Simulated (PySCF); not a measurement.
Job file and geometry (Å, from GFN2-xTB) of an NMR shielding run on `Cl/C=C1\CC[C@@H]1B(Cl)Cl`, C5H6BCl3, PySCF, GIAO PBE0/pcSseg-1 NMR shielding, non-relativistic, gas phase; density fitting, a coarse starting grid and PySCF grid level 2 are the driver's defaults:

```
$ OMP_NUM_THREADS=1 python probes_run.py task.json out

{"job": {"kind": "nmr", "xc": "PBE0", "basis": "pcSseg-1"}, "charge": 0, "multiplicity": 1}
Cl    -1.598929     2.373706     1.847336
C     -0.392229     1.835784     0.736412
C     -0.419929     0.623117     0.220442
C     -1.327418    -0.560629     0.357778
C     -0.463612    -1.309180    -0.672291
C      0.489421    -0.092082    -0.771519
B      1.976201    -0.219098    -0.229271
Cl     2.514897    -1.608349     0.615189
Cl     3.054196     1.109334    -0.406192
H      0.361540     2.572826     0.510277
H     -2.356531    -0.368942     0.057732
H     -1.334513    -0.998721     1.354672
H      0.008321    -2.211675    -0.293050
H     -0.977669    -1.536584    -1.601918
H      0.461840     0.398483    -1.747510
```

Q: What does the program print?

A: 
```
coarse grid: 15112 points
cycle   1  E = -1598.7434223868  dE =  1.374e+00  |g| = 3.595e-01  |ddm| = 3.800e+00
cycle   2  E = -1598.7384620936  dE =  4.960e-03  |g| = 4.065e-01  |ddm| = 7.714e-01
cycle   3  E = -1598.7779157105  dE = -3.945e-02  |g| = 8.596e-02  |ddm| = 4.460e-01
cycle   4  E = -1598.7793961293  dE = -1.480e-03  |g| = 3.834e-02  |ddm| = 1.074e-01
cycle   5  E = -1598.7797189739  dE = -3.228e-04  |g| = 1.100e-02  |ddm| = 3.823e-02
cycle   6  E = -1598.7797489159  dE = -2.994e-05  |g| = 2.818e-03  |ddm| = 1.409e-02
cycle   7  E = -1598.7797507971  dE = -1.881e-06  |g| = 8.868e-04  |ddm| = 3.724e-03
final grid: 134720 points
cycle   8  E = -1598.8298538604  dE = -4.617e-05  |g| = 8.568e-03  |ddm| = 3.201e-02
cycle   9  E = -1598.8298420263  dE =  1.183e-05  |g| = 1.053e-02  |ddm| = 1.908e-02
cycle  10  E = -1598.8298703717  dE = -2.835e-05  |g| = 2.010e-03  |ddm| = 1.240e-02
cycle  11  E = -1598.8298711989  dE = -8.272e-07  |g| = 6.220e-04  |ddm| = 2.220e-03
cycle  12  E = -1598.8298712910  dE = -9.212e-08  |g| = 1.044e-04  |ddm| = 5.613e-04
cycle  13  E = -1598.8298712933  dE = -2.328e-09  |g| = 3.468e-05  |ddm| = 1.538e-04
cycle  14  E = -1598.8298712936  dE = -2.856e-10  |g| = 8.061e-06  |ddm| = 4.434e-05
converged SCF energy = -1598.8298712936

GIAO shielding tensors (ppm)
atom      isotropic    diamagn.    paramagn.     s11        s22        s33       span
  0 Cl     768.223    1146.001    -377.778    542.403    821.183    941.084    398.681
  1 C       61.754     250.036    -188.283    -37.893     98.106    125.048    162.941
  2 C       39.508     259.021    -219.513    -60.445     44.300    134.668    195.113
  3 C      158.530     246.846     -88.316    150.801    152.736    172.054     21.253
  4 C      167.049     249.991     -82.941    155.549    165.716    179.884     24.334
  5 C      142.725     251.311    -108.586    123.665    151.620    152.890     29.225
  6 B       40.388     189.957    -149.568      3.434     32.599     85.132     81.698
  7 Cl     691.279    1147.450    -456.171    403.959    722.082    947.795    543.836
  8 Cl     682.955    1147.389    -464.434    410.161    744.137    894.568    484.407
  9 H       25.614      30.172      -4.558     20.309     26.537     29.996      9.688
 10 H       28.847      28.971      -0.123     24.481     27.803     34.258      9.777
 11 H       28.895      29.123      -0.228     25.111     28.081     33.493      8.383
 12 H       29.190      30.420      -1.230     24.881     29.421     33.267      8.385
 13 H       29.532      29.766      -0.234     26.160     26.624     35.812      9.651
 14 H       28.280      30.856      -2.576     24.620     28.403     31.817      7.197
```

Size and cost of the density-fitted run: 204 basis functions, 85 s wall time on 1 thread of an Arm Neoverse N1, shared host; peak memory 0.92 GiB.
